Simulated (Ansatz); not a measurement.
`O[P]([AlH2])[SiH3]` + `C=C=C=N` → `C=C=C=[N][AlH2]` + `OP[SiH3]` at 400 K and 1 bar (cleavage of the Al–P bond).

Gas-phase electronic energies from Ansatz, PBE0-D4/def2-TZVP geometries. CBS: MP2 limit from def2 TZ/QZ plus the TZ coupled-cluster correction, frozen cores. One conformer a species, not always the lowest.

| species | CCSD(T)/CBS energy (Eh) | H − E (kJ/mol) | S (J/(mol·K)) |
| --- | --- | --- | --- |
| `O[P]([AlH2])[SiH3]` | -950.80994 | 179.8 | 413.1 |
| `C=C=C=N` | -170.55528 | 151.2 | 298.2 |
| `C=C=C=[N][AlH2]` | -413.19818 | 171.5 | 370.4 |
| `OP[SiH3]` | -708.19371 | 154.4 | 338.1 |

H − E and S are ideal-gas, rigid-rotor, harmonic terms from PBE0-D4/def2-TZVP, for one conformer and one mirror image of each species. 1 Eh = 2625.50 kJ/mol, R = 8.31446 J/(mol·K).

Problem. By hand: ΔE, ΔH, ΔS and ΔG.

Solution. ΔE = (-413.19818) + (-708.19371) − (-950.80994) − (-170.55528) = -0.02667 Eh = -70.0 kJ/mol. Δ(H − E) = 171.5 + 154.4 − 179.8 − 151.2 = -5.1, so ΔH = -75.1 kJ/mol. ΔS = 370.4 + 338.1 − 413.1 − 298.2 = -2.8 J/(mol·K). ΔG = -75.1 − 400 × (-2.8)/1000 = -74.0 kJ/mol.

Problem. By hand: the equilibrium constant, and the temperature at which ΔG would vanish if ΔH and ΔS stayed fixed.

Solution. log₁₀ K = −ΔG/(RT ln 10) = 9.7. ΔG = 0 at ΔH/ΔS = 26821 K, far beyond where these terms or the molecules hold.

The number of gas molecules stays the same, so ΔS is small and ΔH decides. A doubt of 5 kJ/mol in ΔE shifts log₁₀ K by 0.7 here. Other conformers and mirror images would add mixing entropy, several J/(mol·K) or more a flexible species. Modes under 60 cm⁻¹, often nearly free rotors, make the harmonic entropy too high. These are equilibria of isolated gas molecules and say nothing of rates. Largest T1 diagnostic: 0.016 (customary marks: 0.02 for closed shells, 0.045 for open ones).
